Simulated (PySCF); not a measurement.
Isomers of C8H13Cl, mass 144.071 u with the commonest isotopes. The calculation used PBE0/pcSseg-1 in PySCF (dipole) on a GFN2-xTB geometry, gas phase. One conformer each, none proved a minimum here; rigid rotors.

**Question.** Order these by rotational constant C, smallest first.
A. `C[C@@H]1C[C@H]2C[C@@H]1C[C@@H]2Cl`
B. `[CH2:1]=[C:2]1[CH2:3][C@@:4]1([CH2:5][Cl:6])[CH2:7][CH2:8][CH3:9]` with C3–C4–C5–Cl6 76°, C3–C4–C7–C8 143°, C4–C7–C8–C9 -176°
C. `[CH2:1]=[C:2]=[CH:3][C@@H:4]([CH2:5][Cl:6])[CH2:7][CH2:8][CH3:9]` with C2–C3–C4–C5 110°, C3–C4–C5–Cl6 61°, C3–C4–C7–C8 64°, C4–C7–C8–C9 180°
D. `[CH2:1]=[CH:2][C@@H:3]1[CH2:4][CH2:5][CH2:6][CH2:7][C@@H:8]1[Cl:9]` with C1–C2–C3–C4 -121°, C2–C3–C4–C5 178°, C3–C4–C5–C6 59°, C4–C5–C6–C7 -57°, C5–C6–C7–C8 56°

**Answer.** C (582.5 MHz), B (679.7 MHz), D (880.9 MHz), A (911.3 MHz).

**Question.** Order these by dipole moment, smallest first.
A. `[CH2:1]=[CH:2][C@@H:3]1[CH2:4][CH2:5][CH2:6][CH2:7][C@@H:8]1[Cl:9]` with C1–C2–C3–C4 -121°, C2–C3–C4–C5 178°, C3–C4–C5–C6 59°, C4–C5–C6–C7 -57°, C5–C6–C7–C8 56°
B. `C[C@@H]1C[C@H]2C[C@@H]1C[C@@H]2Cl`
C. `C[C@@H]1[C@H]2C[C@@H](C[C@H]1Cl)C2`

**Answer.** A (1.99 D), C (2.31 D), B (2.44 D).

**Question.** Order these by rotational constant A, largest first.
A. `C1[C@@H]2C[C@@H]([C@H]1C[C@H]2C)Cl`
B. `C[C@@H]1[C@H]2C[C@@H](C[C@H]1Cl)C2`
C. `[CH2:1]=[C:2]=[CH:3][C@@H:4]([CH2:5][Cl:6])[CH2:7][CH2:8][CH3:9]` with C2–C3–C4–C5 110°, C3–C4–C5–Cl6 61°, C3–C4–C7–C8 64°, C4–C7–C8–C9 180°
D. `[CH2:1]=[CH:2][C@@H:3]1[CH2:4][CH2:5][CH2:6][CH2:7][C@@H:8]1[Cl:9]` with C1–C2–C3–C4 -121°, C2–C3–C4–C5 178°, C3–C4–C5–C6 59°, C4–C5–C6–C7 -57°, C5–C6–C7–C8 56°
E. `[CH2:1]=[C:2]1[CH2:3][C@@:4]1([CH2:5][Cl:6])[CH2:7][CH2:8][CH3:9]` with C3–C4–C5–Cl6 76°, C3–C4–C7–C8 143°, C4–C7–C8–C9 -176°

**Answer.** A (2879 MHz), B (2202 MHz), D (1769 MHz), E (1350 MHz), C (1121 MHz).

```json
{"SMILES": "C[C@@H]1C[C@H]2C[C@@H]1C[C@@H]2Cl", "point group": "C1", "Ia (u·Å²)": "175.53", "Ib (u·Å²)": "531.67", "Ic (u·Å²)": "554.57", "κ": "-0.96", "μa (D)": "2.43", "μb (D)": "0.11", "μc (D)": "0.05"}
{"SMILES": "C=C[C@@H]1CCCC[C@@H]1Cl", "point group": "C1", "Ia (u·Å²)": "285.70", "Ib (u·Å²)": "423.06", "Ic (u·Å²)": "573.71", "κ": "-0.29", "μa (D)": "0.27", "μb (D)": "1.63", "μc (D)": "1.11"}
{"SMILES": "C=C=C[C@@H](CCl)CCC", "point group": "C1", "Ia (u·Å²)": "450.90", "Ib (u·Å²)": "502.03", "Ic (u·Å²)": "867.60", "κ": "0.58", "μa (D)": "1.21", "μb (D)": "0.64", "μc (D)": "1.51"}
{"SMILES": "C=C1C[C@@]1(CCl)CCC", "point group": "C1", "Ia (u·Å²)": "374.49", "Ib (u·Å²)": "480.11", "Ic (u·Å²)": "743.53", "κ": "0.11", "μa (D)": "1.54", "μb (D)": "1.01", "μc (D)": "0.52"}
{"SMILES": "C[C@@H]1[C@H]2C[C@@H](C[C@H]1Cl)C2", "point group": "C1", "Ia (u·Å²)": "229.52", "Ib (u·Å²)": "433.30", "Ic (u·Å²)": "558.70", "κ": "-0.60", "μa (D)": "2.24", "μb (D)": "0.31", "μc (D)": "0.44"}
```
